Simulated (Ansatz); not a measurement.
H₄NO₂Sc, SMILES `[NH2][Sc]([OH])[OH]`. Charge 0, multiplicity 1. Geometry: relaxed with PBE0-D4/def2-TZVP. It is one conformer, not always the lowest.

```xyz
8

N    -0.796    0.436   -1.380
Sc    0.161   -0.088    0.279
O    -0.629    0.437    1.896
O     1.752   -1.053    0.052
H    -1.663    0.956   -1.432
H    -0.506    0.232   -2.328
H    -0.887    0.620    2.794
H     2.567   -1.541    0.118
```

Question: What is the dipole moment at B3LYP/def2-TZVPP? (An estimate is asked.)

Answer: The calculation gave: 0.74 D, with components (0.36, -0.20, 0.61) D in this frame, pointing from negative to positive charge.

Question: And with PBE, r2SCAN, ωB97M-V? (Best estimate.)

Answer: Ansatz gave: PBE 0.69 D, r2SCAN 0.71 D, ωB97M-V 0.80 D.

Question: Give the Mulliken charges with B3LYP, ωB97M-V, PBE in def2-TZVPP. (Best estimate.)

Answer: The calculation gave: 
| atom | B3LYP | ωB97M-V | PBE |
| --- | --- | --- | --- |
| N1 | -0.50 | -0.43 | -0.48 |
| Sc2 | 0.99 | 0.93 | 0.85 |
| O3 | -0.55 | -0.51 | -0.50 |
| O4 | -0.55 | -0.51 | -0.50 |
| H5 | 0.13 | 0.11 | 0.14 |
| H6 | 0.13 | 0.11 | 0.14 |
| H7 | 0.17 | 0.16 | 0.17 |
| H8 | 0.17 | 0.16 | 0.17 |

B3LYP here is the variant with VWN-RPA as its local correlation; programs differ in this.
